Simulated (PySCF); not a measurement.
**Ionisation energy of Fe by level of theory**

Fe [Ar] 3d6 4s2 (5D) → Fe⁺ [Ar] 3d6 4s1 (6D), as a difference of total energies. Calculation: PySCF 2.14, in x2c-SVPall (5s3p3d1f, 36 functions); the spin-free X2C one-electron Hamiltonian (Gaussian nucleus). Correlated levels: valence: [Ar] frozen. The calculations carry no spin-orbit coupling.

```json
{"method": "UHF", "ionisation energy (eV)": "6.434"}
{"method": "PBE0", "ionisation energy (eV)": "7.699"}
{"method": "MP2 (valence)", "ionisation energy (eV)": "7.221"}
{"method": "SCS-MP2 (valence)", "ionisation energy (eV)": "7.342"}
```

Errors of the correlated levels include the incompleteness of this basis and the frozen core.

MP2 underrates the near-degeneracy of ns² with np² in the lower species.

Q: Which method comes closest to the reference value, and which is furthest?

A: The reference is 7.904 eV (measured; NIST levels, between the centres of gravity of the two terms). Closest: PBE0 (error -0.205 eV); furthest: UHF (error -1.470 eV).
